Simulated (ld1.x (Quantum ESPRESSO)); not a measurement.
Before and after: ultrasoft potential for tantalum

| Property | Result |
| --- | --- |
| Element | tantalum |
| Generator | ld1.x (Quantum ESPRESSO) 7.5 |
| Type | ultrasoft |
| Functional | PBE |
| Relativity | scalar-relativistic |
| Frozen core | [Kr] 4d10 4f14 |
| Valence charge | 13 |
| Reference configuration | 5s2 5p6 5d4 6s1 6p0 |
| Partial waves | 5s (bound): rcut 1.50, rcutus 1.85 bohr; 6s (bound): rcut 1.50, rcutus 1.85 bohr; 5p (bound): rcut 1.95, rcutus 2.75 bohr; 6p (bound, empty): rcut 1.95, rcutus 2.75 bohr; 5d (bound): rcut 1.55, rcutus 1.75 bohr; 5d channel at 0.45 Ry: rcut 1.55, rcutus 1.75 bohr |
| Local potential | all-electron potential smoothed inside 2.60 bohr (lloc = -2) |
| Core correction | none |
| Augmentation charge | PSQ, inside the norm-conserving radii |

Change: core correction a·sin(br)/r model core inside 1.40 bohr.

Cutoffs: the cutoffs (Ry, on a coarse ladder) from which the occupation-weighted sum of valence levels, in a spherical-Bessel basis at the reference potential, stays within 10 and 1 mRy of its value at 400 Ry; they do not see the model core or the augmentation charge, which bear on the density cutoff. Errors are all-electron minus pseudo energies relative to the spin-unpolarised reference configuration.

What does the change do?

The potential gets neither clearly harder nor softer (30 Ry and 45 Ry → 30 Ry and 45 Ry); of the 7 tests that both files solve, the error grows in 4 and shrinks in 1 by more than 15 % and 0.3 meV (median size 13.8 → 25.7 meV); neither file shows a bound ghost. A model core, the more so a compact one, raises the density cutoff, which this test does not measure.

```csv
quantity,base,changed
"cutoff, loose",30 Ry,30 Ry
"cutoff, tight",45 Ry,45 Ry
bound ghosts,none,none
"error for 5s2 5p6 5d3 6s2 6p0, meV [ΔE -2.09 eV]",+14,-13
"error for 5s2 5p6 5d3 6s1 6p0, meV [ΔE 6.37 eV]",+1.0,-3.0
"error for 5s2 5p6 5d3 6s0 6p0, meV [ΔE 21.35 eV]",+0.2,-23
"error for 5s2 5p6 5d2 6s2 6p1, meV [ΔE 0.89 eV]",+41,-26
"error for 5s2 5p6 5d2 6s0 6p0, meV [ΔE 44.95 eV]",-10,-67
"error for 5s1 5p6 5d3 6s2 6p0, meV [ΔE 77.11 eV]",-587,-661
"error for 5s2 5p6 5d3 6s0 6p1, meV [ΔE 11.45 eV]",-19,-35
s: phases at 3.01 bohr within 0.05 rad from the reference energy up to (Ry; the scan ends near 5),4.3,4.3
p: phases at 3.01 bohr within 0.05 rad from the reference energy up to (Ry; the scan ends near 5),4.0,4.0
d: phases at 3.01 bohr within 0.05 rad from the reference energy up to (Ry; the scan ends near 5),to the end of the scan,to the end of the scan
lowest overlap eigenvalue by channel,"s 0.14, p 0.79, d 0.95","s 0.14, p 0.79, d 0.95"
```
